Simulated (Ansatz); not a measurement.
Ansatz (a quantum-chemistry and plane-wave program) input (MP2/def2-TZVP):

Ansatz 0.2 input:
```yaml
crystal:
  periodic: [false, false, false]
  atoms:
    - {symbol: In, position_ang: [-0.00000000, -0.00000000, -0.03725241]}
    - {symbol: H, position_ang: [0.00000000, 0.00000000, 1.82536805]}
basis:
  gaussian:
    orbitals: def2-TZVP
magnetization: {spin_polarized: false}
correlation: {method: mp2, electrons: outside_noble_gas}
relax: {f_tol: 0.003, max_steps: 100}
```

End of the output:

```
densities: 0.07 GiB planned
second order -1.40369288 eV of doubles, -0.00000000 eV of singles
the calculation of the forces begins
relax step   3: F+E_penalty+E_count = -5165.50520666 eV  Δ(F+E_penalty+E_count) = -9.481e-4 eV  max|allowed force component| = 3.541e-3 eV/Å  Δτ_max = 0.0073 Å  (35 SCF iters, accepted)
these checks for a lower state are left out or cut short: starts, cluster_reference, orbital_swaps, neighbouring_geometries, increment
integrals: 0.01 GiB planned
578 factors; integrals over basis functions are off by at most 4.4e-4 eV
mean field: 0.08 GiB planned
mean field -5164.10152877 eV, -189.7772308287 hartree, gradient 4.4e-6 eV, S^2 0.000000; 0 other end points of the search recorded, 0 dependent functions left out
9 core orbitals not correlated
reference -5164.10152877 eV, -189.7772308287 hartree; 2, 2 occupied and 45, 45 virtual orbitals, 578 factors
densities: 0.07 GiB planned
second order -1.40367863 eV of doubles, -0.00000000 eV of singles
the calculation of the forces begins
relax step   4: F+E_penalty+E_count = -5165.50520740 eV  Δ(F+E_penalty+E_count) = -7.402e-7 eV  max|allowed force component| = 3.071e-5 eV/Å  Δτ_max = 0.0002 Å  (23 SCF iters, accepted)
these checks for a lower state are left out or cut short: cluster_reference
integrals: 0.01 GiB planned
578 factors; integrals over basis functions are off by at most 4.4e-4 eV
mean field: 0.08 GiB planned
mean field -5164.10152877 eV, -189.7772308287 hartree, gradient 4.4e-6 eV, S^2 0.000000; 1 other end points of the search recorded, 0 dependent functions left out
9 core orbitals not correlated
reference -5164.10152877 eV, -189.7772308287 hartree; 2, 2 occupied and 45, 45 virtual orbitals, 578 factors
densities: 0.07 GiB planned
second order -1.40367863 eV of doubles, -0.00000000 eV of singles
the calculation of the forces begins
Total energy: -5165.50520740 eV, -189.8288150667 hartree
Atom 0 at    -0.000000    -0.000000    -0.029719 Å, force    -0.000000    -0.000000     0.000031 eV/Å
Atom 1 at     0.000000     0.000000     1.817835 Å, force     0.000000     0.000000    -0.000031 eV/Å
Dipole moment:     0.000000     0.000000    -0.115970 e Å
Checks for a lower state left out: cluster_reference
```
